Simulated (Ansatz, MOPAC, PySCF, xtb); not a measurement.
Pair of molecules: CH4 (SMILES C) (first 5 atoms) with Si2H6 (SMILES [SiH3][SiH3]); geometry from B3LYP-D3(BJ)/def2-TZVP, rigid monomers moved along the line of their centres of mass till C1···Si7 is 3.54 Å.
(charge 0, multiplicity 1):
```xyz
13

C      0.055    -0.126     0.046
H     -0.373    -1.048     0.437
H     -0.535     0.722     0.392
H      1.080    -0.023     0.400
H      0.047    -0.155    -1.042
Si     1.068     0.433     3.774
Si    -1.118    -0.317     3.378
H      1.796    -0.545     4.619
H      1.038     1.737     4.481
H      1.807     0.602     2.501
H     -1.101    -1.628     2.687
H     -1.858     0.655     2.539
H     -1.836    -0.472     4.667
```

Interaction energies are E(AB) − E(A) − E(B) at the monomers' geometry in the complex; basis-set methods are counterpoise corrected. Rows marked so take none.

Rows in 3-21G carry no dispersion term and start afresh at each structure. The state that PM7 reach isn't checked; PM7 holds dispersion and hydrogen-bond terms.

The values were computed with Ansatz (Gaussian orbitals); MOPAC for PM7 (differences of heats of formation); PySCF for 3-21G rows; xtb for the GFN methods. 

**Question.** One of these levels gives 4.6 kJ/mol for the interaction energy. Name it.
(A) PBE/def2-TZVPPD
(B) GFN2-xTB
(C) PM7
(D) HF/3-21G (no counterpoise)

**Answer.** A, PBE/def2-TZVPPD. The others give 14.7 (PM7), -0.1 (GFN2-xTB), 7.1 (HF/3-21G (no counterpoise))

Ansatz is a program for electronic structure.
